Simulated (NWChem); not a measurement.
# Atomisation of stibine (H$_{3}$Sb)

```xyz
4

Sb     0.0006     0.0541     0.0000
H     -0.7203    -0.9130     1.2313
H     -0.7203    -0.9130    -1.2313
H      1.4123    -0.9348     0.0000
```
Charge 0, spin multiplicity 1.

The numbers come from NWChem runs, not from measurements. The geometry was optimised at B3LYP/def2-SVP with def2 effective core potentials on Sb, a minimum by its harmonic frequencies.

Basis set: def2-TZVP. The atomisation energy is electronic alone: no zero-point, thermal, spin-orbit or counterpoise terms. No value is extrapolated to the basis-set limit. Free atoms are single determinants with multiplicities Sb 4, H 2.

Effective core potentials replace the inner electrons of Sb; spin-orbit coupling is left out. B3LYP has NWChem's definition, with VWN1-RPA local correlation. The stability of the SCF solutions was not checked. Open-shell Hartree-Fock references start from PBE0 orbitals.

### Question
Order these methods by the atomisation energy they give, lowest first: HF, LDA (SVWN5), B3LYP, PBE, PBE0.

### Answer
HF (127.1 kcal/mol), PBE0 (190.6 kcal/mol), PBE (194.1 kcal/mol), B3LYP (199.5 kcal/mol), LDA (SVWN5) (225.6 kcal/mol)
